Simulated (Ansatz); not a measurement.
C3H3 (SMILES [C]1=CC1), doublet, geometry from GFN2-xTB, atoms displaced at random by about 0.02 Å a coordinate; Ansatz (a first-principles code) with PBE/def2-SVP.

Input for Ansatz:
Ansatz 0.2 input:
```yaml
crystal:
  periodic: [false, false, false]
  atoms:
    - {symbol: C, position_ang: [0.03928889, -0.10026252, 0.82761304]}
    - {symbol: C, position_ang: [-0.03752348, -0.72392191, -0.49047554]}
    - {symbol: C, position_ang: [-0.01130732, 0.58460358, -0.60226870]}
    - {symbol: H, position_ang: [0.91509287, -0.10638884, 1.37821596]}
    - {symbol: H, position_ang: [-0.83932773, -0.10546570, 1.42311058]}
    - {symbol: H, position_ang: [-0.08672557, 1.53128052, -0.98038131]}
basis:
  gaussian:
    orbitals: def2-SVP
hamiltonian:
  xc: pbe
magnetization: {spin_polarized: true, initial_magnetization: 1}
relax: {}
```

The log (banner, timings and long lists left out):

```
Functional definition: PBE
648 factors; their error is unknown
mean field evaluation 1: about -3142.7181 eV, gradient 3.1e1 eV
mean field evaluation 2: about -3137.7673 eV, gradient 4.4e1 eV
mean field evaluation 4: about -3148.0283 eV, gradient 3.4e0 eV
mean field evaluation 8: about -3148.0475 eV, gradient 2.0e-1 eV
mean field evaluation 16: about -3148.0477 eV, gradient 9.1e-5 eV
mean field -3148.04768998 eV, -115.6886187836 hartree, gradient 2.6e-5 eV, S^2 0.755939; 0 other end points of the search recorded, 0 dependent functions left out
the calculation of the forces begins
reference -3148.04771275 eV, -115.6886196200 hartree; 11, 10 occupied and 46, 47 virtual orbitals, 648 factors
relax step   1: F+E_penalty+E_count = -3148.04768998 eV  Δ(F+E_penalty+E_count) = +0.000e0 eV  max|allowed force component| = 3.844e0 eV/Å  Δτ_max = 0.0000 Å  (31 SCF iters, accepted)
these checks for a lower state are left out or cut short: starts, cluster_reference, orbital_swaps, neighbouring_geometries, increment
648 factors; their error is unknown
mean field -3148.31674721 eV, -115.6985064541 hartree, gradient 8.7e-6 eV, S^2 0.755510; 0 other end points of the search recorded, 0 dependent functions left out
the calculation of the forces begins
reference -3148.31677027 eV, -115.6985073016 hartree; 11, 10 occupied and 46, 47 virtual orbitals, 648 factors
relax step   2: F+E_penalty+E_count = -3148.31674721 eV  Δ(F+E_penalty+E_count) = -2.691e-1 eV  max|allowed force component| = 7.104e-1 eV/Å  Δτ_max = 0.0498 Å  (33 SCF iters, accepted)
these checks for a lower state are left out or cut short: starts, cluster_reference, orbital_swaps, neighbouring_geometries, increment
648 factors; their error is unknown
mean field evaluation 32: about -3148.3366 eV, gradient 2.6e-5 eV
mean field -3148.33659225 eV, -115.6992357461 hartree, gradient 2.6e-5 eV, S^2 0.755479; 0 other end points of the search recorded, 0 dependent functions left out
the calculation of the forces begins
reference -3148.33661540 eV, -115.6992365968 hartree; 11, 10 occupied and 46, 47 virtual orbitals, 648 factors
relax step   3: F+E_penalty+E_count = -3148.33659225 eV  Δ(F+E_penalty+E_count) = -1.985e-2 eV  max|allowed force component| = 1.045e-1 eV/Å  Δτ_max = 0.0275 Å  (33 SCF iters, accepted)
these checks for a lower state are left out or cut short: starts, cluster_reference, orbital_swaps, neighbouring_geometries, increment
648 factors; their error is unknown
[...]
relax step   4: F+E_penalty+E_count = -3148.33505094 eV  Δ(F+E_penalty+E_count) = +1.541e-3 eV  max|allowed force component| = 4.660e-1 eV/Å  Δτ_max = 0.0157 Å  (34 SCF iters, rejected (line search))
[...]
these checks for a lower state are left out or cut short: starts, cluster_reference, orbital_swaps, neighbouring_geometries, increment
648 factors; their error is unknown
mean field -3148.33755144 eV, -115.6992709955 hartree, gradient 1.9e-5 eV, S^2 0.755551; 0 other end points of the search recorded, 0 dependent functions left out
the calculation of the forces begins
reference -3148.33757460 eV, -115.6992718466 hartree; 11, 10 occupied and 46, 47 virtual orbitals, 648 factors
relax step   5: F+E_penalty+E_count = -3148.33755144 eV  Δ(F+E_penalty+E_count) = -9.592e-4 eV  max|allowed force component| = 4.253e-2 eV/Å  Δτ_max = 0.0078 Å  (34 SCF iters, accepted)
these checks for a lower state are left out or cut short: starts, cluster_reference, orbital_swaps, neighbouring_geometries, increment
648 factors; their error is unknown
mean field -3148.33757390 eV, -115.6992718211 hartree, gradient 8.2e-6 eV, S^2 0.755552; 0 other end points of the search recorded, 0 dependent functions left out
the calculation of the forces begins
reference -3148.33759706 eV, -115.6992726722 hartree; 11, 10 occupied and 46, 47 virtual orbitals, 648 factors
relax step   6: F+E_penalty+E_count = -3148.33757390 eV  Δ(F+E_penalty+E_count) = -2.247e-5 eV  max|allowed force component| = 2.945e-3 eV/Å  Δτ_max = 0.0022 Å  (26 SCF iters, accepted)
648 factors; their error is unknown
mean field evaluation 64: about -3148.3376 eV, gradient 1.0e-2 eV
mean field -3148.33757390 eV, -115.6992718211 hartree, gradient 9.5e-6 eV, S^2 0.755552; 1 other end points of the search recorded, 0 dependent functions left out
the calculation of the forces begins
reference -3148.33759706 eV, -115.6992726722 hartree; 11, 10 occupied and 46, 47 virtual orbitals, 648 factors
Total energy: -3148.33759706 eV, -115.6992726722 hartree
Atom 0 at     0.020867    -0.131689     0.836223 Å, force     0.000489     0.001291     0.001143 eV/Å
Atom 1 at    -0.025720    -0.725639    -0.532044 Å, force     0.002610     0.002538     0.000520 eV/Å
Atom 2 at    -0.038967     0.568358    -0.600083 Å, force    -0.002733    -0.002328    -0.000339 eV/Å
Atom 3 at     0.973232    -0.093437     1.403663 Å, force    -0.000593    -0.002945     0.000012 eV/Å
Atom 4 at    -0.886566    -0.111106     1.473871 Å, force     0.000395     0.001043    -0.000560 eV/Å
Atom 5 at    -0.063349     1.573358    -1.025816 Å, force    -0.000167     0.000401    -0.000777 eV/Å
Dipole moment:     0.002056     0.309838     0.119667 e Å
```
